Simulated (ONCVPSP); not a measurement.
## What one change does to a pseudopotential (Re, ONCV)

- Element: Re
- Generator: ONCVPSP 4.0.1
- Type: optimised norm-conserving Vanderbilt (ONCV)
- Functional: PBE
- Relativity: fully relativistic
- Frozen core: [Kr] 4d10 4f14
- Valence charge: 15
- Reference configuration: 5s2 5p6 5d5 6s1 6p1
- Partial waves: 5s+6s: rc 1.45 bohr, ncon 5, nbas 8, qcut 6.6 1/bohr, 2 projectors; 5p+6p: rc 2.35 bohr, ncon 3, nbas 6, qcut 6.2 1/bohr, 2 projectors; 5d: rc 2.35 bohr, ncon 5, nbas 10, qcut 5.4 1/bohr, 1 projector
- Local potential: polynomial inside 1.05 bohr (lpopt 5, dvloc0 0 Ha)
- Core correction: Teter function, fcfact 3.75, rcfact 1.15

Open shells are filled in proportion to 2j + 1.

All-electron outer shells of the reference configuration (PBE, scalar-relativistic, ld1.x):

```json
{"shell": "4d", "level (eV)": "-257.02", "outermost node (bohr)": "0.21", "outermost maximum (bohr)": "0.44"}
{"shell": "5s", "level (eV)": "-86.95", "outermost node (bohr)": "0.52", "outermost maximum (bohr)": "0.93"}
{"shell": "5p", "level (eV)": "-48.72", "outermost node (bohr)": "0.56", "outermost maximum (bohr)": "1.06"}
{"shell": "4f", "level (eV)": "-44.00", "outermost node (bohr)": "–", "outermost maximum (bohr)": "0.41"}
{"shell": "6s", "level (eV)": "-7.07", "outermost node (bohr)": "1.24", "outermost maximum (bohr)": "2.51"}
{"shell": "5d", "level (eV)": "-6.90", "outermost node (bohr)": "0.62", "outermost maximum (bohr)": "1.41"}
{"shell": "6p", "level (eV)": "-2.12", "outermost node (bohr)": "1.48", "outermost maximum (bohr)": "3.52"}
```

Change: local potential polynomial inside 1.05 bohr (lpopt 5, dvloc0 5.5 Ha).

Cutoffs: the cutoffs (Ha) at which the residual kinetic energy of the hardest occupied pseudo-wave falls to 1 and 0.1 mHa per electron; they do not see the model core or the augmentation charge, which bear on the density cutoff. Errors are all-electron minus pseudo energies relative to the spin-unpolarised reference configuration.

Problem. Predict the effect on cutoff, ghosts and configuration errors.

Solution. The potential gets neither clearly harder nor softer (61 Ha and 79 Ha → 61 Ha and 79 Ha); the errors of the 4 common tests hardly move; the range in which the s phases agree widens (upper end 2.8 → at the end of the scan); neither file shows a bound ghost.

```csv
quantity,base,changed
"cutoff, loose",61 Ha,61 Ha
"cutoff, tight",79 Ha,79 Ha
bound ghosts,none,none
GHOST(+) flags under 300 eV,s at 97.0 eV,s at 206.7 eV
"error for 5s2 5p6 5d5 6s2 6p0, meV [ΔE -4.74 eV]",+0.3,+0.3
"error for 5s2 5p6 5d5 6s1 6p0, meV [ΔE 4.51 eV]",+0.4,+0.4
"error for 5s2 5p6 5d5 6s0 6p0, meV [ΔE 20.84 eV]",+4.4,+4.4
"error for 5s2 5p6 5d5 6s1.5 6p0, meV [ΔE -0.96 eV]",0.0,0.0
s: phases at 1.47 bohr within 0.05 rad from the reference energy up to (Ha; the scan ends near 5),2.8,to the end of the scan
p3/2: phases at 2.39 bohr within 0.05 rad from the reference energy up to (Ha; the scan ends near 5),3.7,4.0
p1/2: phases at 2.39 bohr within 0.05 rad from the reference energy up to (Ha; the scan ends near 5),to the end of the scan,to the end of the scan
d5/2: phases at 2.39 bohr within 0.05 rad from the reference energy up to (Ha; the scan ends near 5),1.5,1.4
d3/2: phases at 2.39 bohr within 0.05 rad from the reference energy up to (Ha; the scan ends near 5),1.2,1.2
"rms error of d²Exc/dni dnj with the model core, mHa",5.08,5.08
```
